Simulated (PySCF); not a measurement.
**Electron correlation in Pm (promethium, neutral)**

[Xe] 4f5 6s1 6p1, one real determinant (an excited configuration). Calculation: PySCF 2.14, in x2c-TZVPPall; the spin-free X2C one-electron Hamiltonian (Gaussian nucleus). Frozen: [Kr] 4d10; 15 electrons correlated.

MP2 pair energies summed by pair of shells (mhartree):

| pair | energy | share (%) |
| --- | --- | --- |
| 5p-5p | -120.01 | 30.6 |
| 4f-5p | -114.81 | 29.3 |
| 4f-4f | -65.39 | 16.7 |
| 5s-5p | -33.94 | 8.7 |
| 4f-5s | -24.33 | 6.2 |
| 5p-6s | -13.68 | 3.5 |
| 5s-5s | -6.16 | 1.6 |
| 5p-6p | -5.57 | 1.4 |
| 4f-6s | -4.01 | 1.0 |
| 4f-6p | -1.68 | 0.4 |
| 6s-6p | -1.34 | 0.3 |
| 5s-6s | -0.89 | 0.2 |
| 5s-6p | -0.41 | 0.1 |

Total MP2 correlation energy: -392.25 mhartree.

Same-spin part -172.50 and opposite-spin part -219.75 mhartree; SCS-MP2 scales them by 1/3 and 6/5 to -321.20 mhartree.

The basis was made for the ground configuration and has no added diffuse functions, which can raise the energy of the promoted electron.

The reference is one real determinant that mixes LS terms of this configuration.
